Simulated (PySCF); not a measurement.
Löwdin shares of the frontier orbitals

Compound: C₃H₆F₂OSi.
SMILES with atom numbers: `[CH3:1][C@@H:2]([F:3])[Si@@H:4]([F:5])[CH:6]=[O:7]` (hydrogens: H8, H9, H10 on C1; H11 on C2; H12 on Si4; H13 on C6)

Structure used (GFN2-xTB), in Å, numbered top down from 1:
```
atom  x, y, z in Å
C1    -1.456    0.136   -0.808
C2    -0.904   -0.491    0.465
F3    -1.421   -1.779    0.591
Si4    1.014   -0.613    0.513
F5     1.539   -1.090   -0.938
C6     1.771    1.142    0.694
O7     1.424    1.963    1.504
H8    -1.100   -0.402   -1.683
H9    -1.136    1.173   -0.872
H10   -2.544    0.101   -0.799
H11   -1.286    0.048    1.340
H12    1.503   -1.581    1.476
H13    2.591    1.393   -0.014
```

Method: TDDFT CAM-B3LYP/def2-SVPD, vertical, gas phase, core orbitals frozen in the response in PySCF.

Frontier orbitals with the atoms that hold most of them (Löwdin shares over 4%, at most four atoms; ? is withheld):

```csv
orbital,ε (eV),atoms
HOMO-3,-12.67,"H12 17%, Si4 16%, F3 15%, F5 13%"
HOMO-2,-11.54,"F3 40%, C2 22%, C1 19%, H11 10%"
HOMO-1,-10.44,?
HOMO,-8.92,"O7 48%, C6 21%, Si4 11%, H13 10%"
LUMO,?,?
LUMO+1,0.77,"Si4 33%, H12 12%, F5 12%, C6 9%"
LUMO+2,1.24,"C6 23%, Si4 21%, O7 10%, H13 10%"
```

Q: Which atoms hold the LUMO, and with what shares?

A: C6 (bonded to O, Si and H) 39%; O7 (bonded to C) 33%; Si4 (bonded to 2 C, F and H) 14%; H13 (bonded to C) 6%.

Q: Which atoms hold the HOMO-1, and with what shares?

A: C2 (bonded to C, F, Si and H) 26%; F3 (bonded to C) 18%; Si4 (bonded to 2 C, F and H) 17%; C1 (bonded to C and 3 H) 9%. By element: carbon 35% or more, fluorine 18% or more, silicon 17%.

Q: What is the LUMO energy, and the HOMO–LUMO gap?

A: ε(LUMO) = -1.01 eV; the gap is 7.91 eV (0.2908 hartree).

Q: The HOMO–LUMO gap is 7.91 eV. Where does the response calculation put the lowest singlet, and from which orbitals?

A: S1 is at 3.12 eV (f = 0.0010), 4.79 eV below the gap, made of HOMO→LUMO (95%). Without the coupling terms of the response equations the lowest excitation would equal the gap.

Q: One configuration dominates each of S1, S2, S3 and S7. Which, and how do the shares of the two leading atoms of either orbital change from the occupied to the empty one?

A: 
- S1 (3.12 eV, f 0.0010), HOMO→LUMO (95%): O7 48% → 33%, C6 21% → 39%
- S2 (6.27 eV, f 0.0021), HOMO→LUMO+1 (77%): O7 48% → at most 9%, C6 21% → 9%, Si4 11% → 33%, H12 at most 10% → 12%
- S3 (6.46 eV, f 0.045), HOMO-1→LUMO (87%): C2 26% → at most 7%, F3 18% → at most 7%, C6 at most 9% → 39%, O7 at most 9% → 33%
- S7 (7.89 eV, f 0.0059), HOMO-2→LUMO (93%): F3 40% → at most 7%, C2 22% → at most 7%, C6 at most 9% → 39%, O7 at most 9% → 33%

One conformer stands for the species.
